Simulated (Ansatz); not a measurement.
The same path of CH6BFO2 (11 atoms, charge 0, multiplicity 1) was run twice with different band settings. Lost on the way: B1–C2, O4–H5. Made: C2–H5.

Computed with Ansatz 0.2.0, RKS B3LYP/STO-3G.

Relaxed end points:

```xyz
11
Properties=species:S:1:pos:R:3
B 0.154 -0.128 -0.344
C 0.377 -0.327 1.241
O -0.478 -1.110 -1.137
O -0.681 1.340 -0.607
H 0.286 1.500 -1.101
F 1.238 0.512 -1.074
H -0.567 -0.544 1.764
H 1.061 -1.165 1.445
H 0.811 0.566 1.713
H -0.899 -1.783 -0.506
H -1.303 1.138 -1.394
```

```xyz
11
Properties=species:S:1:pos:R:3
B -0.559 0.565 -1.457
C 0.959 -0.429 1.880
O -1.279 -0.614 -1.294
O -0.841 1.389 -2.535
H 0.772 0.113 0.935
F 0.408 0.948 -0.610
H 0.067 -0.996 2.173
H 1.799 -1.123 1.751
H 1.204 0.287 2.673
H -0.939 -1.083 -0.459
H -1.591 0.942 -3.057
```

Common settings: climbing image yes; spring 5.0 eV/Å²; optimiser quadratic models (default); start path through a guess of the saddle point; force threshold 0.03 eV/Å; iteration limit 60; end points relaxed.

| run | movable images |
| --- | --- |
| 1 | 7 |
| 2 | 2 |

Problem. What does each run give, and how far can it be trusted?

Solution. Run 1: converged after 26 iterations, highest image 2.009 eV above the first end. Neighbouring images differ by up to 3.2 eV, so the band resolves the path poorly. A vibrational analysis at the climbing image gives one clearly imaginary mode, 982i cm⁻¹: a first-order saddle point.
Run 2: converged after 19 iterations, highest image 0.799 eV above the first end. Neighbouring images differ by up to 2.1 eV, so the band resolves the path poorly. The order of the stationary point at the top wasn't checked. A band with more images between the same ends climbed to 2.01 eV, so this one has probably stepped over the top. So few images can step over the top or miss a turn of the path.
The orbitals stay closed-shell, which can raise the energy where a bond breaks towards radicals; this wasn't checked here. Limits of this set-up: minimal basis.
